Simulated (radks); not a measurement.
Values are calculated unless marked as measured or tabulated.
The sulfur anion S2-, [Ar], held by a Watson sphere: a shell of charge +2 at radius R that stands for the Madelung well of a crystal (potential energy -2/R inside, -2/r outside, in hartree with lengths in bohr). Level of theory: scalar-relativistic Kohn-Sham, LDA (Slater exchange, Perdew-Wang correlation), spin-polarised, spherical densities, finite nucleus; Fermi nuclear charge, rms radius of each element as measured or else 0.836 A^(1/3) + 0.57 fm (a radial shooting solver on a logarithmic mesh with Libxc functionals). Response by self-consistent Sternheimer equations with the Hartree and adiabatic LDA kernel, the relativistic mass of each level held fixed and spin-orbit coupling left out. The sphere does not respond.

[
 {"R (bohr)": "2.02", "e(2p) (eV)": "-153.43", "e(3s) (eV)": "-18.431", "e(3p) (eV)": "-8.497", "<r> 3p (bohr)": "2.072", "sum of <r^2> (bohr^2)": "39.61", "X-ray form factor at sin(theta)/lambda = 0.3 1/angstrom": "9.006", "alpha (bohr^3)": "23.65"},
 {"R (bohr)": "2.1", "e(2p) (eV)": "-153.38", "e(3s) (eV)": "-18.181", "e(3p) (eV)": "-8.335", "<r> 3p (bohr)": "2.094", "sum of <r^2> (bohr^2)": "40.37", "X-ray form factor at sin(theta)/lambda = 0.3 1/angstrom": "8.992", "alpha (bohr^3)": "24.75"},
 {"R (bohr)": "2.13", "e(2p) (eV)": "-153.37", "e(3s) (eV)": "-18.088", "e(3p) (eV)": "-8.273", "<r> 3p (bohr)": "2.102", "sum of <r^2> (bohr^2)": "40.65", "X-ray form factor at sin(theta)/lambda = 0.3 1/angstrom": "8.988", "alpha (bohr^3)": "25.18"},
 {"R (bohr)": "2.58", "e(2p) (eV)": "-153.18", "e(3s) (eV)": "-16.794", "e(3p) (eV)": "-7.324", "<r> 3p (bohr)": "2.218", "sum of <r^2> (bohr^2)": "44.85", "X-ray form factor at sin(theta)/lambda = 0.3 1/angstrom": "8.958", "alpha (bohr^3)": "32.81"},
 {"R (bohr)": "3.3", "e(2p) (eV)": "-152.69", "e(3s) (eV)": "-15.131", "e(3p) (eV)": "-5.888", "<r> 3p (bohr)": "2.378", "sum of <r^2> (bohr^2)": "51.19", "X-ray form factor at sin(theta)/lambda = 0.3 1/angstrom": "8.976", "alpha (bohr^3)": "50.24"},
 {"R (bohr)": "3.8", "e(2p) (eV)": "-152.24", "e(3s) (eV)": "-14.237", "e(3p) (eV)": "-5.029", "<r> 3p (bohr)": "2.473", "sum of <r^2> (bohr^2)": "55.33", "X-ray form factor at sin(theta)/lambda = 0.3 1/angstrom": "8.992", "alpha (bohr^3)": "66.95"},
 {"R (bohr)": "4.11", "e(2p) (eV)": "-151.96", "e(3s) (eV)": "-13.769", "e(3p) (eV)": "-4.560", "<r> 3p (bohr)": "2.526", "sum of <r^2> (bohr^2)": "57.83", "X-ray form factor at sin(theta)/lambda = 0.3 1/angstrom": "8.999", "alpha (bohr^3)": "79.65"}
]
